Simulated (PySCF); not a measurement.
1-bromo-1,1-dichloroethane (C2H3BrCl2), SMILES CC(Cl)(Cl)Br. Atoms are numbered in the order given.

```xyz
8

C     -0.6976     1.7858     0.0000
C     -0.4843     0.2855     0.0000
Cl    -1.2224    -0.4436    -1.4628
Cl    -1.2224    -0.4436     1.4628
Br     1.4546    -0.1083     0.0000
H     -0.2408     2.2251    -0.8974
H     -0.2408     2.2251     0.8974
H     -1.7774     1.9941     0.0000
```
Charge 0, spin multiplicity 1.

Geometry optimised at B3LYP-D3(BJ)/def2-SVP.

Two levels are set side by side: PBE/pcSseg-1 (PySCF) and PBE0/pcSseg-1 (PySCF). GIAO shifts against HCl (³⁵Cl), TMS (¹H), TMS (¹³C) at the same level; non-relativistic, no solvent, atoms listed together averaged. Without spin–orbit terms, shifts of atoms bonded to Cl or Br come out too high at both levels. Differences are taken from unrounded values.

| quantity | PBE0 | PBE | PBE minus PBE0 |
|---|---|---|---|
| δ(¹³C) of C1 (ppm) | 52.9 | 55.2 | 2.3 |
| δ(¹³C) of C2 (ppm) | 129.5 | 138.7 | 9.2 |
| δ(³⁵Cl) of Cl3, Cl4 (ppm) | 518.7 | 564.2 | 45.6 |

Rough cost on one machine, each run with all the roots and properties that it gave: PBE0 against PBE within a factor of 2.
